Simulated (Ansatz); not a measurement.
Species: H$_{2}$Te, charge 0, singlet. H2Te (tellane, SMILES [TeH2]).
B3LYP-D3(BJ)/def2-TZVP minimum from Ansatz (an electronic-structure program):
```
Te
H 1 1.6612
H 1 1.6612 2 90.43
```
Charge 0, spin multiplicity 1.

Wanted: atomisation energy (electronic, to ground-state atoms), in kJ/mol. UHF or UKS for unpaired electrons; spin-orbit terms are left out. Correlated methods leave the cores frozen (noble-gas shells, and filled d and f shells in the p block). Past Kr the def2 sets carry scalar-relativistic core potentials. CBS(X,Y): correlation extrapolated as X^-3, Hartree-Fock from the larger set. A bracket is a step between two methods taken in the basis named. Where a partner has so few electrons that a lower coupled-cluster level is exact, that level stands in. Spin-orbit terms, left out, reach several kcal/mol for Br and I, and more for heavier atoms.

CCSD(T)/CBS(def2-TZVPP,def2-QZVPP) + [CCSDT(Q) - CCSD(T)]/def2-QZVPP + [CCSDTQ - CCSDT(Q)]/def2-SVP (Ansatz) gives 597.6 kJ/mol.

Q: How far off this value is PBE/def2-TZVPD (Ansatz), in which direction, and how far these levels: r2SCAN/def2-TZVPD, B3LYP/def2-TZVPD, B2PLYP/def2-TZVPD, CCSD(T)/CBS(def2-TZVPP,def2-QZVPP)?

A: PBE gives 594.4 kJ/mol, 3.2 kJ/mol below it. Differences of the others: r2SCAN/def2-TZVPD (Ansatz) -7.6; B3LYP/def2-TZVPD (Ansatz) 0.4; B2PLYP/def2-TZVPD (Ansatz) -16.8; CCSD(T)/CBS(def2-TZVPP,def2-QZVPP) (Ansatz) -0.7 kJ/mol.
